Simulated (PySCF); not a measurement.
Dipole response of Rh²⁺ (rhodium, charge +2)

[Kr] 4d6 5s1, high-spin 6D determinant (an excited configuration). All numbers are calculated (PySCF 2.14, scalar relativity through the core potential, in aug-cc-pwCVTZ-PP with ECP28MDF). Coupled (time-dependent) response in atomic units; α is the mean over directions.

| method | mean α (bohr³) | α xx, yy, zz | C₆ (like pair) | S(−4) |
| --- | --- | --- | --- | --- |
| wB97M-V | 21.26 | 20.80, 20.80, 22.19 | 118.4 | 306.5 |

S(−4) is the Cauchy moment in α(ω) = α(0) + S(−4) ω² + …

Spin-orbit coupling is absent.

α(iu) at wB97M-V:

| u (hartree) | α(iu) (bohr³) |
| --- | --- |
| 0 | 21.26 |
| 0.0500 | 20.53 |
| 0.100 | 18.68 |
| 0.200 | 14.24 |
| 0.300 | 10.86 |
| 0.500 | 7.157 |
| 0.750 | 5.010 |
| 1.00 | 3.833 |
| 1.50 | 2.522 |
| 2.00 | 1.795 |
| 3.00 | 1.030 |
| 5.00 | 0.4534 |

A single London oscillator, α(iu) = α/(1 + u²/ω²), gives C₆ = (3/4) ω α². Matching the computed C₆ needs ω = 4 × 118.4 / (3 × 21.26²) = 0.349 hartree.

For an ion, C₆ is the dispersion term alone; charge-induced terms of lower order in 1/R come first.

The components differ because the open shell of this determinant is not spherical; for a pure term their mean is the scalar polarisability.

Energies and moments cover only the electrons outside the core potential.
